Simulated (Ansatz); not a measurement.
Isolated molecules relaxed with PBE0-D4/def2-TZVP in Ansatz; ΔE leaves out vibrations. CCSD(T)/CBS adds triple-zeta CCSD(T) − MP2 to the extrapolated MP2 energy (def2 sets, frozen cores). This one scheme is used for every species. Functionals use def2-TZVPP. For Ge outer-core shells are correlated without core-valence functions, which leaves a few kJ/mol of doubt a bond. Scalar relativity is left out up to krypton. Each species was taken in one conformer, which may not be the lowest.

`C[CH2][GeH2][SiH3]` + H₂O → `[OH][GeH2][SiH3]` + ethane  (formal hydrolysis of a Ge–C bond)

```tsv
level	ΔE (kJ/mol)
PBE0-D4	-31.3
HF/CBS(def2)	-59.6
```

Task: What does CCSD(T)/CBS give? (Best estimate.)

Result: Ansatz gave: -27.9 kJ/mol. The listed levels differ from it by -3.4, -31.7 kJ/mol.

Largest T1 diagnostic among the species: 0.012.

In def2-TZVPP, CCSD(T) changes the Hartree–Fock value by +25.9 kJ/mol (the triples alone add +2.3 kJ/mol) and MP2 by +28.5 kJ/mol. The D4 term adds +9.5 kJ/mol with B3LYP and +5.5 kJ/mol with PBE0; it sums over pairs of atoms, weighted by their polarisabilities, and B3LYP, whose exchange is more repulsive, gets the larger term.

B3LYP here is the variant with VWN-RPA as its local correlation; programs differ in this.
